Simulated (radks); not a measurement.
The osmium ion Os3+, configuration [Xe] 4f14 5d4 6p1 (not the ground configuration).

All-electron calculation, scalar-relativistic Kohn-Sham, r2SCAN, spin-polarised, spherical densities, finite nucleus; open shells are filled with parallel spins first (spin-orbit coupling, left out, can overturn this in heavy ions); meta-GGA in the generalised Kohn-Sham scheme; Fermi nuclear charge, rms radius 5.4126 fm. Program: a radial shooting solver on a logarithmic mesh with Libxc functionals.

Energy parts (hartree):
part                       energy
total                 -17250.2501
kinetic                19113.4566
electron-nucleus      -42651.5248
Hartree                 6625.5251
exchange-correlation    -337.7071

Orbitals (lengths in bohr, moments of r in powers of bohr; <r^-3> diverges for s and p1/2):
| orbital | occ. | eigenvalue (hartree) | <r^-3> | <r^2> |
|---|---|---|---|---|
| 1s up | 1 | -2718.666 | - | 0.0004336 |
| 1s down | 1 | -2718.666 | - | 0.0004336 |
| 2s up | 1 | -475.5908 | - | 0.006641 |
| 2s down | 1 | -475.5752 | - | 0.006641 |
| 2p up | 3 | -414.2435 | 21900 | 0.005534 |
| 2p down | 3 | -414.2311 | 21900 | 0.005533 |
| 3s up | 1 | -112.0789 | - | 0.04291 |
| 3s down | 1 | -112.0773 | - | 0.04291 |
| 3p up | 3 | -93.98274 | 4950 | 0.04383 |
| 3p down | 3 | -93.97982 | 4949 | 0.04383 |
| 3d up | 5 | -73.72057 | 625.6 | 0.03639 |
| 3d down | 5 | -73.71143 | 625.5 | 0.03639 |
| 4s up | 1 | -24.92911 | - | 0.2104 |
| 4s down | 1 | -24.91640 | - | 0.2105 |
| 4p up | 3 | -18.96678 | 1161 | 0.2396 |
| 4p down | 3 | -18.95572 | 1159 | 0.2397 |
| 4d up | 5 | -11.52461 | 127.0 | 0.2768 |
| 4d down | 5 | -11.51115 | 127.0 | 0.2764 |
| 4f up | 7 | -3.27247 | 22.87 | 0.3824 |
| 4f down | 7 | -3.24869 | 23.04 | 0.3750 |
| 5s up | 1 | -4.79812 | - | 1.137 |
| 5s down | 1 | -4.69840 | - | 1.117 |
| 5p up | 3 | -3.27208 | 181.2 | 1.508 |
| 5p down | 3 | -3.14081 | 188.6 | 1.469 |
| 5d up | 4 | -1.49453 | 12.14 | 2.781 |
| 5d down | 0 | -1.31034 | 13.00 | 2.711 |
| 5f up | 0 | -0.41125 | 0.3132 | 15.79 |
| 6s up | 0 | -1.24138 | - | 6.378 |
| 6s down | 0 | -1.04197 | - | 6.870 |
| 6p up | 1 | -0.89941 | 28.86 | 9.187 |

The highest occupied level is 6p up at -24.474 eV. The configuration is held as typed, so some empty levels lie below it. Summed over all electrons, <r^2> = 42.18 bohr^2, which gives a Langevin (diamagnetic) susceptibility term of -33.4 x 10^-6 cm^3/mol. The density falls to 0.001 e/bohr^3 at r = 3.97 bohr.
